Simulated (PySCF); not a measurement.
Radial density of Pb³⁺ (lead, charge +3)

UHF, [Xe] 4f14 5d10 6s1, 2S determinant. All numbers are calculated (PySCF 2.14, scalar relativity through the core potential, in aug-cc-pVTZ-PP with one added diffuse shell each of d, f type with ECP60MDF (6s5p5d3f, 67 functions)). This is the valence pseudo-density: the core potential removes the inner electrons and smooths the orbitals near the nucleus.

```csv
r (bohr),4πr²ρ (e/bohr),4πr²(ρα − ρβ)
0.0194,1.666e-05,0.0000
0.0326,3.275e-05,0.0000
0.0549,5.145e-05,0.0000
0.0924,0.0001745,0.0000
0.155,0.001745,0.0000
0.261,0.03645,0.0007
0.439,1.462,0.0363
0.739,16.71,0.1028
1.24,14.54,0.1048
2.09,2.398,0.6607
3.52,0.1163,0.0914
5.92,0.0002157,0.0002
```

Energies and moments cover only the electrons outside the core potential. Spin-orbit coupling, which splits the p, d and f shells strongly at this Z, is absent.
